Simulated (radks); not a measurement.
Task: Coherent X-ray form factor from a spherical all-electron density. Method: scalar-relativistic Kohn-Sham, PBE, spin-polarised, spherical densities, finite nucleus; Fermi nuclear charge, rms radius of each element as measured or else 0.836 A^(1/3) + 0.57 fm; computed with a radial shooting solver on a logarithmic mesh with Libxc functionals.

sin(theta)/lambda (1/angstrom)  f0 (electrons)
0.05                                     5.908
0.1                                      5.645
0.15                                     5.250
0.2                                      4.773
0.25                                     4.266
0.3                                      3.773
0.4                                      2.930
0.5                                      2.334
0.6                                      1.953
0.8                                      1.569
1                                        1.378
1.25                                     1.189
1.5                                      1.005
2                                        0.680

The species is in the configuration that NIST lists as its ground one. Which atom or ion scatters so?

Result: The oxygen ion O2+, [He] 2s2 2p2. Extrapolating in s^2 from the first two rows gives f0(0) = 6.0, near the electron count 6; among species with that count, the fall with angle is slower the higher Z, and the table is that of Z = 8; from so few rows the species is fixed only to a neighbour or two.
